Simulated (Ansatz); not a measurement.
Harmonic frequencies (cm⁻¹) at PBE0-D4/def2-TZVP from Ansatz: 189, 381, 570, 722, 867, 899, 953, 2267, 2283.

Task: Which molecule is it?
A. `N[Si](F)(Cl)Br`
B. `F[SiH2]I`
C. `N[Si](F)(Cl)Cl`
D. `F[Si](F)(F)S`

Result: B.
